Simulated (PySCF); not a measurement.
(3R,4R)-3,4-difluorocyclobutene (C4H4F2), SMILES F[C@@H]1C=C[C@H]1F. Geometry: PBE-D3(BJ)/def2-SVP.

**Question.** Give the equilibrium geometry at PBE-D3(BJ)/def2-SVP (PySCF confirms it by a frequency run) as bond lengths and angles, and its point group. (An estimate is asked for; the answer gives what the named calculation found.)

**Answer.** point group C2.
Atoms: F1 C2 C3 C4 C5 F6 H7 H8 H9 H10. Bonds (Å): F1–C2 1.380, C2–C3 1.512, C2–C5 1.567, C2–H7 1.113, C3–C4 1.354, C3–H8 1.100, C4–C5 1.512, C4–H9 1.100, C5–F6 1.380, C5–H10 1.113. Angles (°): F1–C2–C3 117.6, F1–C2–C5 117.2, F1–C2–H7 108.9, C3–C2–C5 85.7, C3–C2–H7 114.8, C5–C2–H7 111.1, C2–C3–C4 93.7, C2–C3–H8 131.9, C4–C3–H8 134.4, C3–C4–C5 93.7, C3–C4–H9 134.4, C5–C4–H9 131.9, C2–C5–C4 85.7, C2–C5–F6 117.2, C2–C5–H10 111.1, C4–C5–F6 117.6, C4–C5–H10 114.8, F6–C5–H10 108.9.
Charge 0, spin multiplicity 1.
